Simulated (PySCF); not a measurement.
**Electronic structure of Sr (strontium, neutral) at the r2SCAN level**

Configuration: [Kr] 5p2, high-spin 3P determinant (an excited configuration). Computed with PySCF 2.14 in aug-cc-pwCVTZ-X2C (10s9p7d3f, 93 functions), with the spin-free X2C one-electron Hamiltonian (Gaussian nucleus).

| Item | Value |
| --- | --- |
| Total energy | -3179.11 hartree |
| One-electron energy | -4393.25 hartree |
| Hartree (Coulomb) energy | 1319.95 hartree |
| Exchange-correlation energy | -105.81 hartree |
| ⟨S²⟩ | 2.0001 |
| ⟨L²⟩ | 2.019 |
| Sum of ⟨r⟩ | 33.07 bohr |
| Sum of ⟨r²⟩ | 91.43 bohr² |
| Traceless quadrupole moment −½Σ⟨3z² − r²⟩ along its main axis | 14.0 e·bohr² |
| Langevin diamagnetic susceptibility | -72.4 ×10⁻⁶ cm³/mol |

```csv
shell,electrons,mean orbital energy (hartree),spread (hartree),"rms radius, mean of both spins (bohr)"
1s α,1,-586.47597,0,0.0451
1s β,1,-586.47520,0,0.0451
2s α,1,-79.92805,0,0.187
2s β,1,-79.92789,0,0.187
2p α,3,-70.96488,0.00034,0.166
2p β,3,-70.96430,0.00089,0.166
3s α,1,-12.62263,0,0.526
3s β,1,-12.62193,0,0.526
3p α,3,-9.69430,0.00160,0.538
3p β,3,-9.69343,0.00220,0.538
3d α,5,-4.87545,0.00146,0.550
3d β,5,-4.87441,0.00215,0.550
4s α,1,-1.63845,0,1.45
4s β,1,-1.63521,0,1.45
4p α,3,-0.94897,0.00685,1.67
4p β,3,-0.94705,0.00789,1.67
5p α,2,-0.09380,0,5.70
```

Densities and radii are taken from the X2C orbitals without a picture-change correction, which distorts them close to the nucleus.
